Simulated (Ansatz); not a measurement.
`[SiH3]/N=[CH]\[SnH3]` + `OBCO` → `OCBO[SiH3]` + `N=[CH][SnH3]`  (ligand exchange at the Si–N bond)

Calculated with Ansatz (gas phase, PBE0-D4/def2-TZVP geometries, no zero-point term in ΔE). CCSD(T)/CBS adds triple-zeta CCSD(T) − MP2 to the extrapolated MP2 energy (def2 sets, frozen cores). Elements past krypton have def2 core potentials. For Sn outer-core shells are correlated without core-valence functions, which leaves a few kJ/mol of doubt a bond. One conformer a species, not always the lowest.

| level | ΔE (kJ/mol) |
| --- | --- |
| MP2/def2-QZVPP | -40.0 |
| MP2/CBS(def2) | -38.8 |

(1) What does CCSD(T)/CBS give? (An estimate is asked.)

Largest T1 diagnostic among the species: 0.015.

Results:

(1) Computed: -41.4 kJ/mol. The listed levels differ from it by 1.4, 2.6 kJ/mol.

The D4 term adds +6.4 kJ/mol with B3LYP and +3.3 kJ/mol with PBE0; it sums over pairs of atoms, weighted by their polarisabilities, and B3LYP, whose exchange is more repulsive, gets the larger term. In def2-TZVPP, CCSD(T) changes the Hartree–Fock value by +22.0 kJ/mol (the triples alone add +4.8 kJ/mol) and MP2 by +24.6 kJ/mol. From PBE to PBE0 (25 % exact exchange), in def2-TZVPP and without D4, ΔE moves by −7.3 kJ/mol.

B3LYP here is the variant with VWN-RPA as its local correlation; programs differ in this.
